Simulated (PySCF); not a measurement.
## Calculated properties of `N#CC#C/C=C\C(=O)O`

C₆H₃NO₂.
SMILES with atom numbers: `[N:1]#[C:2][C:3]#[C:4]/[CH:5]=[CH:6]\[C:7](=[O:8])[OH:9]` (hydrogens: H10 on C5; H11 on C6; H12 on O9)

Geometry (GFN2-xTB, Å), atoms numbered from 1 in this order:
```
atom  x, y, z in Å
N1     4.2016   -1.7192    0.4345
C2     3.2763   -1.0736    0.2117
C3     2.1959   -0.2968   -0.0605
C4     1.2110    0.3745   -0.2921
C5     0.1411    1.2177   -0.5985
C6    -1.1429    0.9257   -0.3420
C7    -1.5455   -0.3352    0.3004
O8    -0.8028   -1.2153    0.6553
O9    -2.8769   -0.4017    0.4541
H10    0.4087    2.1548   -1.0723
H11   -1.9403    1.6057   -0.5955
H12   -3.1252   -1.2374    0.8790
```

Among its groups: carboxylic acid, nitrile, alkyne and C=C double bond.

**GFN2-xTB geometry**

```yaml
Point_group_of_the_GFN2-xTB_geometry: Cs
Rotational_constants_A_B_C_of_the_GFN2-xTB_geometry: 4.430, 0.772, 0.658 GHz
```

From PBE0/pcSseg-1 ground state and GIAO shieldings, non-relativistic (PySCF):

```yaml
Dipole_moment: 5.66 D
HOMO_energy: -8.12 eV
LUMO_energy: -3.11 eV
HOMO–LUMO_gap: 5.01 eV
Lowest_Hirshfeld_atomic_charge: -0.25 e on O8
Highest_Hirshfeld_atomic_charge: +0.20 e on C7
13C_chemical_shifts_computed_TMS_as_zero_by_class: 168.8 (C7), 146.2 (C6), 130.8 (C5), 111.2 (C2), 94.3 (C3), 79.8 (C4) ppm
1H_chemical_shifts_computed_TMS_as_zero_by_class: 6.87 (H11), 6.50 (H10), 6.33 (H12) ppm
Isotropic_shieldings_of_nuclei_other_than_C_and_H_by_class: -64 (N1), -92 (O8), 120 (O9) ppm
Mayer_bond_orders_between_heavy_atoms: N1–C2 2.87, C2–C3 1.15, C3–C4 1.97, C4–C5 1.15, C5–C6 1.78, C6–C7 0.98, C7–O8 1.97, C7–O9 1.13
```

Monoisotopic mass from the formula: 121.0164 u.

The rotational constants make it an asymmetric top with κ = (2B − A − C)/(A − C) = -0.94, nearer the prolate limit (−1). A dipole of 5.66 D is allowed in Cs, and pure rotational transitions are dipole-allowed. With B = h/(8π²I), that is 505.379 GHz u Å² over I, the principal moments of inertia are 114.1, 654.4 and 768.5 u Å² (most abundant isotopes); the inertial defect Ic − Ia − Ib is 0.0 u Å² (zero for a rigid planar frame, negative otherwise). The dipole matches unit charges of opposite sign 1.18 Å apart (1 e·Å = 4.8032 D).

The structure is a single GFN2-xTB conformer in the gas phase; no vibrational or solvent corrections.
